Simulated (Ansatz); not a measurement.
System: CH11N2Si2, net charge 1, singlet state. It need not be the lowest isomer of its formula. 
Coordinates optimised at B3LYP-D3(BJ)/def2-TZVP (Ansatz, a quantum-chemistry and plane-wave program):
SMILES: [SiH2]([NH2+][SiH2]N)C
```xyz
16

C     -2.8977     0.1598     1.0102
Si    -1.5584     0.4740    -0.2216
N      0.0746    -0.0452     0.5481
Si     1.4818    -0.3558    -0.6815
N      2.9601    -0.3310     0.1132
H     -2.9753    -0.8994     1.2629
H     -2.7476     0.7327     1.9270
H     -3.8560     0.4659     0.5832
H     -1.3022     1.8868    -0.5403
H     -1.6069    -0.3682    -1.4285
H     -0.0598    -0.8889     1.1089
H      0.3801     0.6683     1.2135
H      1.1008    -1.6792    -1.1866
H      1.3033     0.7791    -1.5944
H      3.5593     0.4796     0.1421
H      3.4190    -1.1567     0.4660
```
Charge +1, spin multiplicity 1.

Total electronic energies in hartree. Valence correlation only, unless marked. Spin-orbit coupling is left out. Non-relativistic unless marked X2C. CBS(X,Y): correlation extrapolated as X^-3; Hartree-Fock from the larger set. [CCSD(T)-MP2]/basis is that difference in the basis named.

```
level                                                                 program  energy (Eh)
-------------------------------------------------------------  --------------  -----------
BLYP-D4/def2-TZVPD                                             Ansatz + dftd4   -733.08824
PBE0-D4/def2-TZVPD                                             Ansatz + dftd4   -732.72940
MP2/cc-pVTZ                                                            Ansatz   -731.85923
SCS-MP2/6-31G*                                                         Ansatz   -731.48589
SCS-MP2/cc-pV(D+d)Z                                                    Ansatz   -731.62625
SCS-MP2/cc-pV(Q+d)Z                                                    Ansatz   -731.96536
X2C-CCSD(T)/cc-pVTZ-DK                                                 Ansatz   -733.23039
RI-MP2/CBS(cc-pV(T+d)Z,cc-pV(Q+d)Z)+[CCSD(T)-MP2]/cc-pV(T+d)Z          Ansatz    -732.0824
CCSD(T)/CBS(cc-pV(T+d)Z,cc-pV(Q+d)Z)                                   Ansatz    -732.0721
```

Totals of different functionals don't rank their quality; only differences between species are comparable.
